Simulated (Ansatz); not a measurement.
Ansatz (a quantum-chemistry and plane-wave program) input:

Ansatz 0.2 input:
```yaml
crystal:
  periodic: [false, false, false]
  atoms:
    - {symbol: B, position_ang: [0.98245413, 0.36654723, -0.31782815]}
    - {symbol: C, position_ang: [-0.25668011, -0.43416075, 0.20672525]}
    - {symbol: Br, position_ang: [0.94435647, 2.12742193, -0.91558561]}
    - {symbol: H, position_ang: [-0.09945224, -0.78441502, 1.22789606]}
    - {symbol: H, position_ang: [-0.42619679, -1.33453336, -0.38549932]}
    - {symbol: H, position_ang: [-1.18722446, 0.14080525, 0.19907874]}
basis:
  gaussian:
    orbitals: def2-TZVP
hamiltonian:
  xc: b3lyp
  dispersion: d3bj
magnetization: {spin_polarized: true, initial_magnetization: 1}
relax: {f_tol: 0.002, max_steps: 150}
```

### Question
What final total energy does it print?

### Answer
-2638.94403 Eh (B3LYP-D3(BJ)/def2-TZVP). The basis has 128 functions.

It need not be the lowest isomer of its formula.
